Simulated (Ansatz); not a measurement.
Input (CCSDT(Q)/cc-pVDZ; Ansatz, a quantum-chemistry and plane-wave program):

Ansatz 0.2 input:
```yaml
crystal:
  periodic: [false, false, false]
  atoms:
    - {symbol: C, position_ang: [-0.37708343, 1.08626761, 0.16283026]}
    - {symbol: C, position_ang: [-1.12385046, -0.28975266, 0.04106664]}
    - {symbol: C, position_ang: [0.33463379, -0.17758331, -0.04545889]}
    - {symbol: O, position_ang: [1.38188573, -0.73333852, -0.18772459]}
    - {symbol: H, position_ang: [-0.34007348, 1.55204715, 1.14085018]}
    - {symbol: H, position_ang: [-0.46474761, 1.77957040, -0.66571637]}
    - {symbol: H, position_ang: [-1.68856914, -0.47548796, -0.86526580]}
    - {symbol: H, position_ang: [-1.56389500, -0.70301121, 0.94130074]}
basis:
  gaussian:
    orbitals: cc-pVDZ
magnetization: {spin_polarized: false}
correlation: {method: ccsdt_q, electrons: outside_noble_gas}
```

Output:

```
Functional definition: HF
integrals: 0.08 GiB planned
1422 factors; integrals over basis functions are off by at most 1.5e-7 eV
mean field: 0.25 GiB planned
mean field evaluation 1: about -5187.5290 eV, gradient 3.4e1 eV
mean field evaluation 2: about -5187.5319 eV, gradient 3.4e1 eV
mean field evaluation 4: about -5190.2367 eV, gradient 4.4e0 eV
mean field evaluation 8: about -5190.3154 eV, gradient 1.9e-1 eV
mean field evaluation 16: about -5190.3009 eV, gradient 1.6e0 eV
mean field -5190.31557784 eV, -190.7405793635 hartree, gradient 8.4e-7 eV, S^2 0.000000; 0 other end points of the search recorded, 0 dependent functions left out
4 core orbitals not correlated
reference -5190.31557784 eV, -190.7405793635 hartree; 11, 11 occupied and 61, 61 virtual orbitals, 1422 factors
second order -15.79680546 eV of doubles, -0.00000000 eV of singles
coupled cluster: 2.89 GiB planned
cycle   1  -16.02974742 eV  change   -2.3e-1 eV  update   1.2e-1
cycle   2  -16.76116125 eV  change   -7.3e-1 eV  update   6.1e-2
cycle   3  -17.24645640 eV  change   -4.9e-1 eV  update   2.6e-2
cycle   4  -17.20382902 eV  change    4.3e-2 eV  update   7.8e-3
cycle   5  -17.18746374 eV  change    1.6e-2 eV  update   3.7e-3
cycle   6  -17.19120152 eV  change   -3.7e-3 eV  update   1.5e-3
cycle   7  -17.19358471 eV  change   -2.4e-3 eV  update   5.3e-4
cycle   8  -17.19368060 eV  change   -9.6e-5 eV  update   2.5e-4
cycle   9  -17.19338870 eV  change    2.9e-4 eV  update   9.0e-5
cycle  10  -17.19351953 eV  change   -1.3e-4 eV  update   4.3e-5
cycle  11  -17.19338834 eV  change    1.3e-4 eV  update   2.0e-5
cycle  12  -17.19338292 eV  change    5.4e-6 eV  update   7.9e-6
cycle  13  -17.19338769 eV  change   -4.8e-6 eV  update   4.0e-6
cycle  14  -17.19338685 eV  change    8.4e-7 eV  update   2.0e-6
perturbative correction -0.04876705 eV, -0.0017921560 hartree
Total energy: -5207.55773175 eV, -191.3742168322 hartree
```
